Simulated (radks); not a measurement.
Results of a calculation; reference values are marked as such.
Problem. The mean radii <r> (bohr) of the occupied orbitals of an atom or ion are listed with their occupations. Level of theory: scalar-relativistic Kohn-Sham, PBE, spin-polarised, spherical densities, finite nucleus; Fermi nuclear charge, rms radius of each element as measured or else 0.836 A^(1/3) + 0.57 fm (a radial shooting solver on a logarithmic mesh with Libxc functionals).

| orbital | occ. | <r> |
|---|---|---|
| 1s up | 1 | 0.01632 |
| 1s down | 1 | 0.01632 |
| 2s up | 1 | 0.06876 |
| 2s down | 1 | 0.06875 |
| 2p up | 3 | 0.06235 |
| 2p down | 3 | 0.06234 |
| 3s up | 1 | 0.1763 |
| 3s down | 1 | 0.1762 |
| 3p up | 3 | 0.1775 |
| 3p down | 3 | 0.1774 |
| 3d up | 5 | 0.1605 |
| 3d down | 5 | 0.1604 |
| 4s up | 1 | 0.3620 |
| 4s down | 1 | 0.3622 |
| 4p up | 3 | 0.3760 |
| 4p down | 3 | 0.3763 |
| 4d up | 5 | 0.3762 |
| 4d down | 1 | 0.3766 |

Name the element and its charge. Open shells, if any, are filled with parallel spins first.

Solution. Z = 81, thallium, charge +39: Tl39+ in [Kr] 4d6. The 1s radius gives Z: for a bare nucleus <r> = (2 gamma + 1)/(2Z) with gamma = sqrt(1 - (Z/c)^2), 0.01613 bohr for Z = 81, and screening makes it slightly larger (0.01632 here). The occupations add up to 42, and the charge is Z minus that.
